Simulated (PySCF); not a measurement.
Species: C3H2F3O (doublet state).
Atom-mapped SMILES: `[O:1]=[C:2][CH2:3][C:4]([F:5])([F:6])[F:7]` (hydrogens: H8, H9 on C3)

Structure used (GFN2-xTB), in Å, numbered top down from 1:
```
atom  x, y, z in Å
O1     2.118    0.944   -0.034
C2     1.667   -0.149   -0.016
C3     0.283   -0.690   -0.008
C4    -0.814    0.382    0.009
F5    -0.765    1.179   -1.061
F6    -0.747    1.158    1.093
F7    -2.033   -0.185    0.013
H8     0.147   -1.311   -0.897
H9     0.158   -1.322    0.875
```

The hyperfine couplings belong to this conformer and change with its torsions.

Method used: UKS B3LYP, pcH-1 on C F H O, non-relativistic, mean-field spin-orbit, GIAO in PySCF 2.14.0. The structure is a single GFN2-xTB conformer in the gas phase; no vibrational or solvent corrections. Couplings are sensitive to structure, and on GFN2-xTB geometries they can be far from those on DFT ones. No stability test was run, so a lower SCF solution isn't excluded.

Task: The isotropic 13C couplings are +378.7, +154.9, +58.8 MHz. Assign them to C2; C3; C4.

Result: 
```csv
site,a_iso (MHz),ρ(0) (bohr⁻³),position,distance from C2 (Å),spin population,largest |T| (MHz)
C2,+378.7,+0.3369,largest spin population,0.00,+0.66,99.9
C3,+154.9,+0.1378,1 bond from C2,1.49,+0.05,24.3
C4,+58.8,+0.0523,2 bonds from C2,2.54,+0.04,8.7
```

ρ(0) is the spin density at the nucleus and T the dipolar tensor; entries for several nuclei are means. Largest spin populations (Mulliken): C2 (+0.66) and O1 (+0.25).

Means are taken over nuclei equivalent by connectivity, which assumes that they swap fast. The three 19F nuclei of mean +23.6 MHz run from 0.4 to 69.5 MHz in the frozen geometry.
